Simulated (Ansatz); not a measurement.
AsBH5NO, relaxed with RKS PBE0-D4/def2-TZVP in Ansatz 0.2.0 from a PBE-D4/def2-SVP geometry. The force threshold is 0.005 eV/Å; the program also tests the step.

Charge 0, multiplicity 1. The bonds changed during the relaxation, so this is another structure than the one it started from.

Start:

```xyz
9

B     0.389    0.100   -1.158
As   -0.121    1.097    0.600
N     0.259   -0.173    1.816
O    -1.108   -0.123   -0.916
H     1.044   -0.913   -0.967
H     0.659    0.828   -2.102
H    -0.330   -0.321    2.638
H     0.840   -0.979    1.565
H    -1.631    0.483   -1.476
```

```
step  energy (eV)  largest force (eV/Å)  largest move (Å)
   1  -65125.9159                 0.741             0.000
   2  -65125.9601                 0.257             0.080
   3  -65125.9709                 0.240             0.096
   4  -65125.9750                 0.111             0.032
   5  -65125.9752                 0.133             0.019
   6  -65125.9766                 0.043             0.010
   7  -65125.9767                 0.036             0.006
   8  -65125.9767                 0.039             0.007
   9  -65125.9769                 0.006             0.006
  10  -65125.9769                 0.004             0.001
```

End:

```xyz
9

B     0.424    0.111   -1.153
As   -0.112    1.078    0.577
N     0.248   -0.172    1.794
O    -1.066   -0.098   -0.850
H     1.058   -0.895   -0.992
H     0.639    0.814   -2.101
H    -0.355   -0.304    2.590
H     0.793   -0.982    1.545
H    -1.627    0.448   -1.410
```

Run time 24 s (4 threads of an Arm Neoverse V2 on a shared host); peak host memory 0.4 GiB.
